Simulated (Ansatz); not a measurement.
Input for Ansatz (a program for electronic structure): R-MP2/aug-cc-pVDZ on C2H10GeO (a complex), monomers drawn apart or pushed together. The run froze 17 orbitals, filled d shells among them.

Ansatz 0.2 input:
```yaml
crystal:
  periodic: [false, false, false]
  atoms:
    - {symbol: Ge, position_ang: [0.27547518, 0.00490883, 0.66784385]}
    - {symbol: H, position_ang: [-0.18959325, -1.42929282, 0.94692738]}
    - {symbol: H, position_ang: [-0.71870537, 1.01108193, 1.26634658]}
    - {symbol: H, position_ang: [0.31993744, 0.22169733, -0.85822817]}
    - {symbol: H, position_ang: [1.67846245, 0.24257032, 1.23903619]}
    - {symbol: C, position_ang: [0.12479863, 0.85829264, 6.83296882]}
    - {symbol: O, position_ang: [-0.26142320, -0.38075989, 6.27909356]}
    - {symbol: C, position_ang: [-1.60583687, -0.70437840, 6.56010508]}
    - {symbol: H, position_ang: [0.03442041, 0.85089293, 7.92651312]}
    - {symbol: H, position_ang: [-0.48591705, 1.67976032, 6.43682269]}
    - {symbol: H, position_ang: [1.16555975, 1.02575505, 6.56121511]}
    - {symbol: H, position_ang: [-1.77808953, -0.78569672, 7.64074665]}
    - {symbol: H, position_ang: [-1.81406195, -1.66464929, 6.09142636]}
    - {symbol: H, position_ang: [-2.29112462, 0.04977753, 6.15219555]}
basis:
  gaussian:
    orbitals: aug-cc-pVDZ
magnetization: {spin_polarized: false}
correlation: {method: mp2, electrons: outside_noble_gas}
scf: {lower_state_search: off}
```

The log:

```
Functional definition: HF
[...]
these checks for a lower state are left out or cut short: stability, starts, cluster_reference, orbital_swaps, neighbouring_geometries, increment
integrals: 0.38 GiB planned
1941 factors; integrals over basis functions are off by at most 7.6e-4 eV
mean field: 0.79 GiB planned
mean field evaluation 1: about -60725.7842 eV, gradient 3.0e1 eV
mean field evaluation 2: about -60725.8246 eV, gradient 3.0e1 eV
mean field evaluation 4: about -60728.4356 eV, gradient 4.4e0 eV
mean field evaluation 8: about -60728.4879 eV, gradient 1.7e-1 eV
mean field -60728.48803329 eV, -2231.7307719757 hartree, gradient 1.6e-6 eV, S^2 0.000000; 0 other end points of the search recorded, 0 dependent functions left out
17 core orbitals not correlated
reference -60728.48803329 eV, -2231.7307719757 hartree; 14, 14 occupied and 164, 164 virtual orbitals, 1941 factors
second order -16.93612133 eV of doubles, -0.00000000 eV of singles
Total energy: -60745.42415462 eV, -2232.3531629550 hartree
Checks for a lower state left out: stability, starts, cluster_reference, orbital_swaps, neighbouring_geometries, increment
```

The run converged.

Cost: around 11 core-seconds (rough).
